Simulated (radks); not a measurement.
Results of a calculation; reference values are marked as such.
Trend from La+ to Lu+: ionisation energy by Delta-SCF between NIST ground configurations, and size. Level of theory: Dirac Kohn-Sham, PBE, spin-unpolarised, spherical densities, finite nucleus; open shells are shared between the two j in proportion to 2j + 1; Fermi nuclear charge, rms radius of each element as measured or else 0.836 A^(1/3) + 0.57 fm (a radial shooting solver on a logarithmic mesh with Libxc functionals).

| species | configuration | configuration of the ion | IE (eV) | NIST (eV) | kind | -e(HOMO) (eV) | outermost | <r> outermost (bohr) |
|---|---|---|---|---|---|---|---|---|
| La+ | [Xe] 5d2 | [Xe] 5d1 | 10.814 | 11.185 | exp. | 7.091 (5d5/2) | 5d5/2 | 2.92 |
| Ce+ | [Xe] 4f1 5d2 | [Xe] 4f2 | 9.575 | 10.96 | semi-emp. | 7.125 (5d5/2) | 5d5/2 | 2.87 |
| Pr+ | [Xe] 4f3 6s1 | [Xe] 4f3 | 10.624 | 10.63 | semi-emp. | 6.877 (4f7/2) | 6s1/2 | 4.08 |
| Nd+ | [Xe] 4f4 6s1 | [Xe] 4f4 | 10.785 | 10.78 | semi-emp. | 7.467 (4f7/2) | 6s1/2 | 4.02 |
| Pm+ | [Xe] 4f5 6s1 | [Xe] 4f5 | 10.938 | 10.94 | semi-emp. | 7.941 (4f7/2) | 6s1/2 | 3.97 |
| Sm+ | [Xe] 4f6 6s1 | [Xe] 4f6 | 11.087 | 11.08 | semi-emp. | 8.321 (4f7/2) | 6s1/2 | 3.91 |
| Eu+ | [Xe] 4f7 6s1 | [Xe] 4f7 | 11.234 | 11.24 | semi-emp. | 8.524 (6s1/2) | 6s1/2 | 3.86 |
| Gd+ | [Xe] 4f7 5d1 6s1 | [Xe] 4f7 5d1 | 12.098 | 12.08 | semi-emp. | 8.276 (5d5/2) | 6s1/2 | 3.66 |
| Tb+ | [Xe] 4f9 6s1 | [Xe] 4f9 | 11.522 | 11.51 | semi-emp. | 8.737 (6s1/2) | 6s1/2 | 3.76 |
| Dy+ | [Xe] 4f10 6s1 | [Xe] 4f10 | 11.666 | 11.65 | semi-emp. | 8.843 (6s1/2) | 6s1/2 | 3.72 |
| Ho+ | [Xe] 4f11 6s1 | [Xe] 4f11 | 11.810 | 11.78 | semi-emp. | 8.949 (6s1/2) | 6s1/2 | 3.67 |
| Er+ | [Xe] 4f12 6s1 | [Xe] 4f12 | 11.954 | 11.92 | semi-emp. | 9.056 (6s1/2) | 6s1/2 | 3.63 |
| Tm+ | [Xe] 4f13 6s1 | [Xe] 4f13 | 12.099 | 12.07 | semi-emp. | 9.164 (6s1/2) | 6s1/2 | 3.59 |
| Yb+ | [Xe] 4f14 6s1 | [Xe] 4f14 | 12.246 | 12.179 | exp. | 9.157 (4f7/2) | 6s1/2 | 3.55 |
| Lu+ | [Xe] 4f14 6s2 | [Xe] 4f14 6s1 | 14.267 | 14.13 | semi-emp. | 11.044 (6s1/2) | 6s1/2 | 3.27 |

Reference values: NIST Atomic Spectra Database (exp. = measured, semi-emp. = semi-empirical, theory = theoretical value adopted there). Spin polarisation and multiplet splitting are left out, so open shells lie too high by an amount that depends on their filling. Sharing an open shell by 2j + 1 raises it above the true ground level by a part of the spin-orbit splitting, which enters the differences from NIST.

Beside tabulated values, note that spin-unpolarised runs miss the spin-polarisation part of the exchange energy of open shells.
